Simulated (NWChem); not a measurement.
System: BH2F; SMILES FB

```xyz
4

B      0.0000     0.0000     0.6614
H      0.0000    -1.0578     1.2202
H      0.0000     1.0578     1.2202
F      0.0000     0.0000    -0.6624
```
Atoms are numbered in this order, from 1.

Program: NWChem. Pople sets run with spherical d functions. The geometry was optimised at B3LYP/6-31G* (spherical d). GIAO values for the isolated, static molecule; σ is the absolute isotropic shielding, δ = σ(reference) − σ with the isolated reference molecule computed at the same levels (11B: boron trifluoride, 19F: trichlorofluoromethane, 1H: tetramethylsilane).

```csv
level,δ B1 (ppm),δ H2 (ppm),δ F4 (ppm),relative time
B3LYP/IGLO-III,47.1,5.60,0.5,20
Hartree-Fock/6-31G*,40.3,5.42,9.8,1
PBE/pcSseg-1,46.0,5.68,14.6,2
"LDA (Slater exchange, VWN5)/pcSseg-1",52.7,5.90,28.8,1
```

The last column is a rough cost ratio, cheapest run = 1.
